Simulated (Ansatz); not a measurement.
Species: C2H10N2O2Sn, SMILES `C[O][Sn]([NH2])([NH2])[O]C` (charge 0, multiplicity 1).

Task: Give a relaxed geometry from PBE0-D4/def2-SVP run with Ansatz (a quantum-chemistry and plane-wave program).

Result: Several could match; the one computed here: the end point of this relaxation, one of several conformers (outside a Z-matrix the atoms follow the SMILES, hydrogens last).
Z-matrix (Å, degrees):
```
Sn
O 1 1.9777
C 2 1.4013 1 120.70
H 3 1.1038 2 108.84 1 159.07
H 3 1.1067 4 107.58 2 122.80
H 3 1.1077 4 107.34 5 115.47
O 1 1.9858 2 107.92 3 78.61
C 7 1.3999 1 120.49 2 39.66
H 8 1.1035 7 108.81 1 -165.64
H 8 1.1070 9 107.56 7 -122.91
H 8 1.1084 9 107.16 10 -115.02
N 1 2.0137 2 110.78 3 -34.49
H 12 1.0175 1 113.28 2 -115.84
H 12 1.0180 13 108.87 1 125.82
N 1 2.0224 2 103.01 3 -158.05
H 15 1.0184 1 112.88 2 -135.69
H 15 1.0193 16 108.08 1 -123.03
```
